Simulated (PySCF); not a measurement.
AsH₅, SMILES [AsH5]. Atoms are numbered in the order given.

```xyz
6

As     0.0000     0.0000     0.0000
H      0.0000     0.0000     1.6034
H      0.0000     0.0000    -1.6034
H      1.5291     0.0000     0.0000
H     -0.7646     1.3243     0.0000
H     -0.7646    -1.3243     0.0000
```
Charge 0, spin multiplicity 1.

Coordinates come from a PBE0-D3(BJ)/def2-TZVP optimisation.

Level of theory: PBE/pcSseg-2 run with PySCF.

GIAO shieldings, no solvent; atoms listed in one row are averaged. δ = σ(ref) − σ: ⁷⁵As against AsH3 (σ = 1880.9 ppm); ¹H against TMS (σ = 31.47 ppm), references at their B3LYP-D3(BJ)/def2-TZVP geometries, non-relativistic.

Q: Estimate the chemical shifts. (An estimate is asked for; the answer gives what the named calculation found.)

A: 
```json
[
 {"nucleus": "⁷⁵As", "atoms": "As1", "count": "1", "δ (ppm)": "152.1"},
 {"nucleus": "¹H", "atoms": "H4, H5, H6", "count": "3", "δ (ppm)": "8.52"},
 {"nucleus": "¹H", "atoms": "H2, H3", "count": "2", "δ (ppm)": "7.38"}
]
```
